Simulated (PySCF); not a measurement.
# Spinor energies of Eu⁴⁹⁺ (europium, charge +49)

Start: [Ne] 3s2 3p2; 3p1/2 filled at m_j = -1/2, +1/2. Calculated with PySCF 2.14 in an even-tempered Gaussian basis (18 s from 13 bohr⁻², ratio 2.4; 14 p from 16 bohr⁻², ratio 2.4; 4 d from 56 bohr⁻², ratio 2.6; 4 f from 85 bohr⁻², ratio 2.6): generalised Hartree-Fock with the X2C-1e Hamiltonian and a Gaussian nucleus; one run each with spin-orbit coupling (SO) switched off, then screened by Boettger's factors.

| spinor shell | electrons | ε, spin-free (eV) | ε, screened SO (eV) | weight of nominal j (screened SO) | rms radius, screened SO (bohr) |
| --- | --- | --- | --- | --- | --- |
| 1s1/2 | 2 | -52218.9 | -52201.7 | 1.000 | 0.0254 |
| 2s1/2 | 2 | -11403.6 | -11395.6 | 1.000 | 0.101 |
| 2p1/2 | 2 | -10535.0 | -11006.5 | 1.000 | 0.0864 |
| 2p3/2 | 4 | -10535.0 | -10323.5 | 1.000 | 0.0925 |
| 3s1/2 | 2 | -4538.2 | -4534.8 | 1.000 | 0.243 |
| 3p1/2 | 2 | -4297.5 | -4404.2 | 1.000 | 0.231 |

| quantity | spin-free | screened SO |
| --- | --- | --- |
| E (hartree) | -8437.47293 | -8451.15510 |
| M_J | 0 | 0 |
| ⟨J²⟩ | 2.000 | 0.000 |
| ⟨L²⟩ | 2.000 | 1.343 |
| ⟨S²⟩ | 2.000 | 1.343 |

Breit and QED terms are absent; they matter most for the inner s and p1/2 levels.

Densities and radii are taken from the X2C orbitals without a picture-change correction, which distorts them close to the nucleus.

Without spin-orbit coupling the j labels of p, d and f shells carry no meaning; the spin-free column gives the mean over the occupied spinors of each nl shell.
